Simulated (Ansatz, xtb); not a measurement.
Spectroscopic constants of Hf₂, multiplicity 3 (lowest of 2S+1 = 1, 3, 5, 7, 9 at PBE0/def2-TZVPP; our sources give no spin for the ground state, which may be another). No spin–orbit coupling.

The constants come from a fifth-degree fit in 1/R (seven points, main isotopes). In def2 and cc sets the state is the lowest found near the PBE0 minimum, followed along R.

The values were computed with Ansatz (a first-principles code) with Gaussian orbitals; xtb for the GFN methods. Values without a source in brackets are computed. In def2 rows elements past Kr take small-core potentials, without spin–orbit coupling. The GFN methods have no spin term and hold the electronic entropy of 300 K.

```csv
level,r_e (Å),ω_e (cm⁻¹),α_e (cm⁻¹),B_e (cm⁻¹)
GFN1-xTB,2.707,308,4.5e-5,0.0256
SVWN5/def2-TZVPP,2.622,184,4.3e-5,0.0273
B3LYP/def2-TZVPP,2.643,181,4.2e-5,0.0268
PBE0/def2-TZVPP,2.619,187,3.9e-5,0.0273
BHLYP/def2-TZVPP,2.613,192,3.6e-5,0.0274
CAM-B3LYP/def2-TZVPP,2.607,193,3.6e-5,0.0276
wB97X-V/def2-TZVPP,2.595,198,3.3e-5,0.0278
wB97M-V/def2-TZVPP,2.593,197,3.4e-5,0.0279
B2PLYP/def2-TZVPP,2.643,179,4.6e-5,0.0268
```

Correlated levels freeze the inner cores; with def2 sets outer-core shells near the valence are correlated too.

Doubts at one or more of the structures used: a spin-contaminated determinant (PBE0/def2-TZVPP, BHLYP/def2-TZVPP, B2PLYP/def2-TZVPP).
